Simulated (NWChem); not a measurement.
System: ZnSiH₄; SMILES [SiH3][ZnH]

Here is an NWChem input.

```
start job
memory heap 200 mb stack 900 mb global 1100 mb
geometry units angstroms noautosym nocenter noautoz
  Zn    -0.002063    -0.826780    -0.000049
  H     -0.003711    -2.386534    -0.000081
  Si    -0.000087     1.553358    -0.000007
  H      1.376173     2.119983    -0.187836
  H     -0.525147     2.120825     1.285594
  H     -0.850551     2.121001    -1.097754
end
basis spherical
  * library def2-svpd
end
dft
  xc xcamb88 1.00 lyp 0.81 vwn_5 0.19 hfexch 1.00
  cam 0.33 cam_alpha 0.19 cam_beta 0.46
  iterations 150
end
tddft
  cis
  nroots 6
  notriplet
end
task tddft energy
```

Geometry: optimised at PBE0/def2-SVP.

Vertical excitations in the gas phase.

Problem. Give the results of this calculation. (CAM-B3LYP/def2-SVPD, TDA.) Quantities: lowest excitation, singlet (eV); oscillator strength of that lowest state; lowest state with f > 0.02, singlet (eV); oscillator strength of that bright state; orbital gap (eV).

Solution. The lowest excitation, singlet (eV) is 5.01, the oscillator strength of that lowest state is 0.005 and the lowest state with f > 0.02, singlet (eV) is 6.82. The oscillator strength of that bright state is 0.437 and the orbital gap (eV) is 8.27.
